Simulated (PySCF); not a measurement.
## Ga²⁺ (gallium, charge +2) across methods

[Ar] 3d9 4s1 4p1, one real determinant (an excited configuration). Computed with PySCF 2.14 in aug-cc-pVQZ-PP with one added diffuse shell each of s, p, d, f, g type with ECP10MDF (8s7p6d4f3g, 114 functions), with a scalar-relativistic core potential.

| method | E (hartree) | mean ε 3d β (eV) | mean ε 4s α (eV) | mean ε 4p α (eV) | Σ⟨r²⟩ (bohr²) | ⟨S²⟩ |
| --- | --- | --- | --- | --- | --- | --- |
| TPSSh | -257.5415 | -50.753 | -30.767 | -21.954 | 21.10 | 3.750 |
| PBE0 | -257.5828 | -52.855 | -31.632 | -22.624 | 21.09 | 3.750 |
| MN15 | -257.8749 | -55.154 | -31.705 | -22.773 | 21.25 | 3.751 |
| LDA | -257.1375 | -49.306 | -30.581 | -21.406 | 21.10 | 3.750 |
| PBE | -257.6033 | -49.325 | -30.241 | -21.382 | 21.13 | 3.750 |
| UHF | -256.62515 | -62.224 | -35.214 | -25.916 | 21.21 | 3.750 |
| B3LYP | -257.6535 | -52.286 | -31.432 | -22.304 | 21.08 | 3.750 |
| r2SCAN | -257.5175 | -49.599 | -30.737 | -21.817 | 20.99 | 3.751 |

⟨L²⟩ = 8.01 against 12 for a pure F term, so this real determinant mixes terms. Energies and moments cover only the electrons outside the core potential.
